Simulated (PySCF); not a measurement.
Simulated C 1s region for MgMe(SeMe) (`[CH3][Mg][Se]C`), binding energy against the vacuum level.

Every computed line was given a Gaussian of 0.5 eV full width at half maximum and an area set by the number of equivalent atoms; the highest printed point is 100. Level of theory: delta-SCF UKS SCAN, pcX-2 on the ionised atom, pcseg-1 elsewhere, spin-free X2C (PySCF).

```csv
binding energy (eV),intensity
288.4,1
288.5,2
288.6,7
288.7,19
288.8,40
288.9,67
289.0,92
289.1,100
289.2,87
289.3,61
289.4,34
289.5,15
289.6,6
289.7,2
289.8,0
289.9,0
290.0,0
290.1,0
290.2,2
290.3,7
290.4,18
290.5,38
290.6,65
290.7,90
290.8,100
290.9,89
291.0,63
291.1,36
291.2,16
291.3,6
291.4,2
291.5,0
```

Task: Count the maxima, the lines and the sites behind this envelope.

Result: The curve has 2 maxima (at 289.1 and 290.8 eV). Under it lie 2 lines from 2 inequivalent carbon sites.

Task: Decompose the envelope and assign each component. Bonds: Mg1–C2, Mg1–Se6, Se6–C7. Hydrogens: H3, H4, H5 on C2; H8, H9, H10 on C7.

Result: 
```csv
position (eV),relative area,line,atoms,environment
289.09,1,C 1s,C2,carbon bonded to Mg and 3 H
290.80,1,C 1s,C7,carbon bonded to Se and 3 H
```

Task: What are the centre and the root-mean-square width of the whole band?

Result: The area-weighted mean of the lines is 289.94 eV. Their own spread about it is 0.85 eV (rms) and each Gaussian has σ = 0.5/2.355 = 0.21 eV; the variances add, which gives 0.88 eV.

Task: Above which line width would these two lines show one maximum?

Result: Two equal Gaussians merge once their distance is under 2σ = FWHM/1.177. With 1.71 eV between them that is a full width over 2.01 eV.

The listed C 1s values span 1.71 eV, from C2 (bonded to 3 H and Mg) to C7 (bonded to Se and 3 H).

Shake-up satellites, vibrational structure and lifetime widths aren't simulated. Isolated species at its PBE0-D3(BJ)/def2-SVP geometry, gas phase.
